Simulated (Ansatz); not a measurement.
A run for Ansatz (an electronic-structure program): R-CCSD(T)/aug-cc-pV(Q+d)Z on H2 (SMILES [H][H]) with ghost functions, monomers drawn apart or pushed together. Files ending in .json are basis or fitting sets from the Basis Set Exchange.

Ansatz 0.2 input:
```yaml
crystal:
  periodic: [false, false, false]
  atoms:
    - {symbol: H, position_ang: [-0.36098712, -0.00656781, 2.57245473]}
    - {symbol: H, position_ang: [0.35752032, -0.20349564, 2.57550061]}
basis:
  gaussian:
    orbitals: aug-cc-pV_Q+d_Z.json
    ghost_atoms:
      - {symbol: Cl, position_ang: [-0.11795616, -0.58843122, -0.72128949]}
      - {symbol: H, position_ang: [-0.07378760, -0.40224195, 0.54698815]}
magnetization: {spin_polarized: false}
correlation: {method: ccsd_t, electrons: outside_noble_gas}
scf: {lower_state_search: off}
```

The head of its log:

```
WARN ansatz: RAYON_NUM_THREADS=2 ignored (pool sized by the plan → 2); use --threads N
Functional definition: HF
these checks for a lower state are left out or cut short: stability, starts, cluster_reference, orbital_swaps, neighbouring_geometries, increment
integrals: 1.20 GiB planned
1324 factors; integrals over basis functions are off by at most 1.6e-3 eV
mean field: 0.55 GiB planned
mean field evaluation 1: about -30.7508 eV, gradient 3.6e0 eV
mean field evaluation 2: about -30.7507 eV, gradient 3.6e0 eV
mean field evaluation 4: about -30.8420 eV, gradient 7.1e-2 eV
mean field evaluation 8: about -30.8420 eV, gradient 2.5e-7 eV
mean field -30.84202092 eV, -1.1334233634 hartree, gradient 2.5e-7 eV, S^2 0.000000; 0 other end points of the search recorded, 0 dependent functions left out
reference -30.84202092 eV, -1.1334233634 hartree; 1, 1 occupied and 226, 226 virtual orbitals, 1324 factors
```

Problem. Predict the final total energy.

Solution. -1.1739 hartree (reference determinant -1.1334, T1 diagnostic 0.006).
